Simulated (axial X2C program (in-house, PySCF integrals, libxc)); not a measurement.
**PmO⁺: a free-ion multiplet in an axial field**

Computed with an axial X2C code built on PySCF integrals: two-component X2C with atomic mean-field Coulomb and Gaunt terms, basis Pm dyall-v3z, O dyall-v3z (cores contracted in-house). Orbitals come from Hartree–Fock averaged over the configuration Pm f4 s0 d(πδ)0; CI then distributes these electrons over the f, s, d(πδ) shells of Pm.

R = 1.739 Å.

Task: Which level do Hund's rules give for f4, how many Ω levels does it split into, and what is its Landé factor?

Result: S = 2, L = 6, J = 4 (5I4). It gives Ω = 0 to 4, 5 levels. gJ = 3/2 + [S(S+1) − L(L+1)]/[2J(J+1)] = 0.600, so g∥ = 2gJΩ.

The computed levels compare thus:

```
Ω  energy (cm⁻¹)  g∥ computed  2gJΩ
2              0         2.31  2.40
1             45         1.12  1.20
0             66         0.00  0.00
3             67         3.80  3.60
4            631         5.94  4.80
```

The 5 lowest levels are just these Ω; they span 631 cm⁻¹, the lowest has Ω = 2, and the next level lies at 1441 cm⁻¹. Departures of g∥ from 2gJΩ come from intermediate coupling and from mixing with the higher-lying level J + 1 of the term. The computed g∥ is the magnitude of 2⟨Lz + ge Sz⟩.

Dynamic correlation is missing, so gaps between terms are too wide and other configurations may lie lower; the lowest level listed is that of this model, not necessarily the ground state. At most 4 roots were kept for each Ω > 0 (twice that for Ω = 0) within 2.2 eV of the lowest, so higher up levels can be missing between those listed; levels with Ω > 0 are doubly degenerate and listed once, Ω = 0 levels singly. States that fill the shells left empty in the average are placed too high.
